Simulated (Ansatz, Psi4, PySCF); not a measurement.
CH₂AlNO (SMILES O=C=[N][AlH2]), singlet, at a GFN2-xTB geometry (such geometries of metal compounds can be far from the true shape), atoms displaced at random by about 0.03 Å a coordinate. Base run: PySCF with B3LYP/STO-3G, gradient.

Input for PySCF:
```python
from pyscf import gto, scf, dft

mol = gto.Mole()
mol.atom = '''
    Al   -0.766523   -1.454607    0.498931
    H    -0.054960   -2.378330    1.484897
    H    -2.065554   -1.870115   -0.163978
    N     0.049089    0.000556   -0.016505
    C     0.590401    1.121489   -0.345027
    O     1.065727    2.058525   -0.680449
'''
mol.basis = 'sto-3g'
mol.charge = 0
mol.spin = 0
mol.verbose = 4
mol.build()

mf = dft.RKS(mol)
mf.xc = 'b3lyp'
mf.kernel()
g = mf.nuc_grad_method()
grad = g.kernel()
```

Programs used: Ansatz (a first-principles code), Psi4, PySCF; a row that names a program was run with it.

The coordinate followed is z of atom 1.

Each row names what was changed in the base input (with any setting that the change needs).

```json
[
 {"change": "base", "dE/dx (Eh/bohr)": "0.000193", "net force (Eh/bohr)": "0.000057"},
 {"change": "finite difference step (bohr) = 0.05; conv_tol = 1e-11", "dE/dx (Eh/bohr)": "0.000238", "net force (Eh/bohr)": "-"},
 {"change": "grids.level = 5; grid_response = on", "dE/dx (Eh/bohr)": "0.000195", "net force (Eh/bohr)": "0.000000"},
 {"change": "code = psi4", "dE/dx (Eh/bohr)": "0.000209", "net force (Eh/bohr)": "0.000026"},
 {"change": "finite difference step (bohr) = 1e-5; conv_tol = 1e-11", "dE/dx (Eh/bohr)": "0.000195", "net force (Eh/bohr)": "-"},
 {"change": "conv_tol = 1e-6", "dE/dx (Eh/bohr)": "0.000192", "net force (Eh/bohr)": "0.000057"},
 {"change": "grid_response = on", "dE/dx (Eh/bohr)": "0.000195", "net force (Eh/bohr)": "0.000000"},
 {"change": "grids.level = 1; grid_response = on", "dE/dx (Eh/bohr)": "0.000191", "net force (Eh/bohr)": "0.000000"},
 {"change": "grids.level = 5; grid_response = off", "dE/dx (Eh/bohr)": "0.000195", "net force (Eh/bohr)": "0.000008"},
 {"change": "code = ansatz", "dE/dx (Eh/bohr)": "0.000193", "net force (Eh/bohr)": "0.000000"},
 {"change": "finite difference step (bohr) = 1e-3; conv_tol = 1e-11", "dE/dx (Eh/bohr)": "0.000195", "net force (Eh/bohr)": "-"},
 {"change": "finite difference step (bohr) = 0.01; conv_tol = 1e-11", "dE/dx (Eh/bohr)": "0.000197", "net force (Eh/bohr)": "-"}
]
```

The net force is zero for an exact gradient.
